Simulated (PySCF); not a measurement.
AlClHI, SMILES [I][AlH][Cl]. Heavy atoms are numbered as in [AlH:1]([Cl:2])[I:4]. Hydrogens are named by the atom that carries them.

Geometry optimised at B3LYP-D3(BJ)/def2-TZVP. The def2 effective core potentials stand for the cores of I; spin–orbit coupling is left out.

All values below come from r2SCAN/def2-TZVPD (PySCF).

Mulliken values depend strongly on the basis, most of all with diffuse functions as here. ESP charges are fitted to the potential on shells at 1.4 to 2.0 van der Waals radii. Atomic charges (e), one atom of each kind:

| atom | Mulliken | ESP fit |
|---|---|---|
| Al1 (AlH) | 0.53 | ___ |
| Cl2 | -0.26 | ___ |
| H on Al1 | -0.11 | ___ |
| I4 | -0.17 | ___ |

Task: Complete the blanks. (The exact figures need the calculation; the answer reports its results.)

Result: 
- Al1 (AlH), ESP fit: 0.55
- Cl2, ESP fit: -0.23
- H on Al1, ESP fit: -0.16
- I4, ESP fit: -0.16
